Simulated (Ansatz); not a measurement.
Geometry optimisation, Ansatz 0.2.0, RKS PBE0-D4/def2-SVP.

Input file:

```yaml
crystal:
  periodic: [false, false, false]
  atoms:
    - { symbol: B, position_ang: [0.0, 0.0, 0.0] }
    - { symbol: F, position_ang: [0.0, 0.0, 1.67] }
    - { symbol: F, position_ang: [1.1431, 0.0, -0.66] }
    - { symbol: F, position_ang: [-1.1431, 0.0, -0.66] }
    - { symbol: H, position_ang: [0.0623, -1.4126, 0.4698] }
    - { symbol: H, position_ang: [0.0491, -1.1133, 1.3144] }
basis:
  gaussian: { orbitals: def2-SVP }
hamiltonian:
  xc: pbe0
  dispersion: d4
relax:
  f_tol: 0.15
  max_steps: 25
  restrain:
    - { distance: [0, 4], at: 1.19, k: 30.0 }
    - { distance: [5, 1], at: 0.92, k: 30.0 }
    - { distance: [0, 1], at: 2.52, k: 30.0 }
    - { distance: [5, 4], at: 1.86, k: 30.0 }
```

Run as:

```bash
$ ansatz run input.yaml --threads 1 --pin off --max-ram 2048MiB --backend cpu --events-out ev --progress --plain --runs-dir out
```

Task: Where does it end, and by what steps?

Result: It converged. The restraints hold the end off the free minimum. After 6 steps the energy has fallen by 1.863 eV (the restraints' own energy left out); B1 moved furthest, 0.59 Å. Joined: F2–H6 (1.17 → 0.92 Å).

```json
{"step": "0", "energy less start (eV)": "0.0000", "largest force component (eV/Å)": "4.300", "accepted": "yes"}
{"step": "1", "energy less start (eV)": "-0.3291", "largest force component (eV/Å)": "5.307", "accepted": "yes"}
{"step": "2", "energy less start (eV)": "-1.2764", "largest force component (eV/Å)": "3.835", "accepted": "yes"}
{"step": "3", "energy less start (eV)": "-1.7229", "largest force component (eV/Å)": "1.538", "accepted": "yes"}
{"step": "4", "energy less start (eV)": "-1.8366", "largest force component (eV/Å)": "0.678", "accepted": "yes"}
{"step": "5", "energy less start (eV)": "-1.5928", "largest force component (eV/Å)": "1.680", "accepted": "no"}
{"step": "6", "energy less start (eV)": "-1.8632", "largest force component (eV/Å)": "0.264", "accepted": "yes"}
```

```xyz
6
Properties=species:S:1:pos:R:3
B -0.013 -0.423 -0.405
F 0.000 -0.012 2.076
F 1.126 0.177 -0.649
F -1.130 0.140 -0.793
H -0.023 -1.518 0.079
H 0.152 -0.889 1.827
```

Time of the run: 14 s on 1 thread of Arm Neoverse V1, on a shared host, peak memory 0.12 GiB.
